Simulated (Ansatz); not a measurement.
Diatomic SnN, multiplicity 4 (an upper state: multiplicity 2 came lower at CCSD(T)/def2-TZVPP on PBE0 minima). No spin–orbit coupling.

Constants: fifth-degree fit in 1/R to seven points, most abundant isotopes. In def2 and cc sets the state is the lowest found near the PBE0 minimum, followed along R.

Programs: Ansatz (Gaussian basis) for Hartree–Fock, density functionals and correlated methods. Values without a source in brackets are computed. In def2 rows elements past Kr take small-core potentials, without spin–orbit coupling.

```csv
level,r_e (Å),ω_e (cm⁻¹),α_e (cm⁻¹),ω_e x_e (cm⁻¹),dipole (D)
PBE/def2-TZVPP,2.234,448,0.0021,2.5,1.95
PBE0/def2-TZVPP,2.197,479,0.0022,2.7,2.04
wB97X-V/def2-TZVPP,2.188,492,0.0021,2.7,2.14
```

Ansatz is an electronic-structure program.
